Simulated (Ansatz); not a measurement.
Gas-phase reaction in SMILES: COC=C(F)F [1,1-difluoro-2-methoxyethene] → FC1(F)CCO1
Each molecule is optimised on its own at B3LYP-D3(BJ)/def2-TZVP (Ansatz, a quantum-chemistry and plane-wave program), one conformer each, not searched for the lowest.

Quantity: isomerisation energy (electronic energy difference), in kcal/mol. Cores are frozen in the correlated levels unless marked. Spin-orbit coupling is left out. Non-relativistic. Basis-set limits of correlation are two-point, X^-3; Hartree-Fock from the larger set. [CCSD(T)-MP2]/basis is that difference in the basis named.

RI-MP2/CBS(cc-pVTZ,cc-pVQZ)+[CCSD(T)-MP2]/cc-pVTZ (Ansatz) gives -25.9 kcal/mol.

Problem. Another calculation gave -21.5 kcal/mol. Which level was it?
A. BLYP/def2-TZVPD (Ansatz)
B. PBE-QIDH/def2-TZVPD (Ansatz)
C. PBE0/def2-TZVPD (Ansatz)
D. revPBE/def2-TZVPD (Ansatz)

Solution. D, revPBE/def2-TZVPD (Ansatz). The others give -25.9 (PBE0), -16.8 (BLYP), -28.6 (PBE-QIDH) kcal/mol.
